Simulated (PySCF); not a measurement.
`C=CCc1c[c+]1C` (charge +1). Computed geometry: GFN2-xTB, gas phase.

```
atom  x, y, z in Å
C1     2.7220   -0.4055   -0.2804
C2     1.5753   -0.0393   -0.8161
C3     0.8506    1.2482   -0.4154
C4    -0.2382    0.7642    0.3915
C5    -0.7442    0.4064    1.6294
C6    -1.4763    0.1079    0.5024
C7    -2.6536   -0.4500   -0.1036
H8     3.2142    0.1661    0.4886
H9     3.2344   -1.2895   -0.6191
H10    1.0891   -0.6193   -1.5856
H11    0.4960    1.7511   -1.3168
H12    1.5174    1.8956    0.1543
H13   -0.6382    0.3810    2.6902
H14   -3.4745    0.2626    0.0274
H15   -2.9587   -1.3623    0.4110
H16   -2.5230   -0.6284   -1.1693
```

Problem. Which two atoms are farthest apart?

Solution. H9···H14, 6.92 Å; the next longest distance is 6.71 Å.

Problem. How far are the heavy atoms from their best plane (unweighted least squares)?

Solution. 0.528 Å rms; C1 0.70, C2 0.03, C3 1.03, C4 0.35, C5 0.51, C6 0.10, C7 0.11 Å (magnitudes).

Problem. What is the repulsion energy of the bare nuclei, Σ ZA·ZB/RAB?

Solution. 262.09 Eh over 120 pairs, with full nuclear charges and distances in bohr; the largest single term is 14.46 Eh (C1 with C2).

Problem. Where is the centre of mass (commonest isotopes), and what is the radius of gyration?

Solution. Mass 93.070 u; centre at (0.004, 0.216, 0.107) Å; Rg = √(Σ m r²/M) = 2.067 Å. As Ia + Ib + Ic = 2 Σ m r², the three principal moments sum to 795.3 u·Å².

Problem. Work out the bond lengths C3–H12, C4–C5, C5–H13, C6–C7, C7–H16 in Å.

Solution. For C3–H12 the difference vector is (0.6668, 0.6474, 0.5697) Å, of length 1.0901 Å. C3–H12 1.090; C4–C5 1.384; C5–H13 1.066; C6–C7 1.437; C7–H16 1.088 Å.

Problem. What are the angles C1–C2–C3, C2–C3–C4, C2–C3–H12, C4–C5–H13, C4–C5–C6, C6–C5–H13, H14–C7–H16, H15–C7–H16?

Solution. From the scalar product of the two bond vectors; for C1–C2–C3 it is -1.0878 Å² over 1.3176 × 1.5308 Å², cos θ = -0.5393. C1–C2–C3 122.6°; C2–C3–C4 102.8°; C2–C3–H12 110.3°; C4–C5–H13 149.2°; C4–C5–C6 61.2°; C6–C5–H13 149.5°; H14–C7–H16 108.3°; H15–C7–H16 111.0°.

Problem. Give the dihedral angles C4–C5–C6–C7, H11–C3–C4–C5, H8–C1–C2–H10, C3–C4–C6–C5.

Solution. C4–C5–C6–C7 -179° (antiperiplanar); H11–C3–C4–C5 -153° (antiperiplanar); H8–C1–C2–H10 180° (antiperiplanar); C3–C4–C6–C5 170° (antiperiplanar). Dihedral signs follow IUPAC: positive where, seen along the central bond, the front bond turns clockwise onto the rear one.

Problem. Write the matrix of distances between heavy atoms (Å, lower triangle).

Solution. 
```
C1    0.000
C2    1.318  0.000
C3    2.501  1.531  0.000
C4    3.253  2.322  1.439  0.000
C5    4.040  3.400  2.726  1.384  0.000
C6    4.301  3.328  2.749  1.406  1.377  0.000
C7    5.379  4.308  3.906  2.748  2.717  1.437  0.000
```

No GFN2-xTB frequencies stand behind this structure, so it isn't proved a minimum.

One conformer stands for the species.
